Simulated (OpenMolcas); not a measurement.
**W2+: moving or changing the point charges**

W2+ among 6 point charges of -1.7 e arranged as a trigonal prism (D3h), 2.22 Å from the ion, with a polar angle of 56.0° against the regular 49.1°. The active orbitals were held to one l.

```
Program             : OpenMolcas 26.06
Method              : CASSCF
Basis               : ANO-RCC-VTZP [8s7p5d3f2g1h]
Scalar Hamiltonian  : DKH2, point nucleus
Active space        : 4 electrons in 5 orbitals (5d)
State averaging     : 2S+1 = 5 even, 5 roots; 2S+1 = 3 even, 45 roots; 2S+1 = 1 even, 50 roots
Spin-orbit coupling : RASSI with atomic mean-field integrals over the reference wave functions
```

Runs around this geometry, states (labels of D3, the rotations of D3h). Energies in cm-1 above the lowest state or level, χT in cm3 K/mol.

| R (Å) | Polar angle / regular | Ground state | First state of that spin | First gap with spin-orbit (degeneracies) | χT at 300 K | First state of another spin |
| --- | --- | --- | --- | --- | --- | --- |
| 2.22 | 1.05 | 5E | 5A1 8124 | 1027 (1, 2) | 0.464 | 3A2 6920 |
| 2.22 | 1.14 | 5E | 5E 2033 | 1868 (1, 2) | 0.190 | 3A2 4842 |
| 2.44 | 1.14 | 5E | 5E 1181 | 1510 (1, 1) | 0.202 | 3A2 8999 |

Taking the first state of the same spin as R^-n, n = -ln(1181 / 2033) / ln(2.44 / 2.22) = 5.7 between the shortest and longest distance.

Without dynamic correlation the repulsion within the d shell is too large (B by tens of per cent), so at a given field states of lower spin stand too high. This shell can be high or low spin here, a state of another spin lies low, and with metal d orbitals alone active their balance is uncertain, so the ground spin may be wrong. Point charges give a weaker field than real ligands, and real ions of this kind are as a rule low spin; the high spin found here belongs to the model. Spin-orbit coupling mixes the spin-free states strongly: the lowest level takes only 67 % from its leading state, 5E (figures for R = 2.22, ratio = 1.05; the like holds for R = 2.22, ratio = 1.14, R = 2.44, ratio = 1.14). An orbital doublet at a regular site is open to a Jahn-Teller distortion, which this geometry leaves out (holds for R = 2.22, ratio = 1.05). This is an electrostatic model: the charges have no orbitals. An unlabelled pair can be two single states that coincide in this model. No measured value stands beside these numbers.
